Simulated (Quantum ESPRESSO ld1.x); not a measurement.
Os+, 75 electrons, occupied as [Xe] 4f14 5d6 6s1 (the NIST ground configuration). All-electron calculation, Dirac Kohn-Sham, LDA (Slater exchange, Perdew-Zunger correlation), spin-unpolarised, spherical densities, point nucleus; open shells are shared between the two j in proportion to 2j + 1. Program: ld1.x of Quantum ESPRESSO 7.5.

Spin-orbit splittings of the eigenvalues, e(l+1/2) - e(l-1/2), with zeta = 2 splitting/(2l+1) and mean radii in bohr:

| shell | occ. | splitting (eV) | zeta (eV) | <r> j=l-1/2 | <r> j=l+1/2 |
|---|---|---|---|---|---|
| 2p | 6 | 1530 | 1020 | 0.06132 | 0.06951 |
| 3p | 6 | 333.5 | 222.3 | 0.1836 | 0.1987 |
| 3d | 10 | 72.29 | 28.92 | 0.1735 | 0.1781 |
| 4p | 6 | 78.59 | 52.39 | 0.4358 | 0.4697 |
| 4d | 10 | 14.56 | 5.822 | 0.4827 | 0.4941 |
| 4f | 14 | 2.810 | 0.8027 | 0.5525 | 0.5607 |
| 5p | 6 | 12.36 | 8.243 | 1.099 | 1.200 |
| 5d | 6 | 1.099 | 0.4395 | 1.718 | 1.785 |
| 6p | 0 | 0.9897 | 0.6598 | 3.431 | 3.744 |
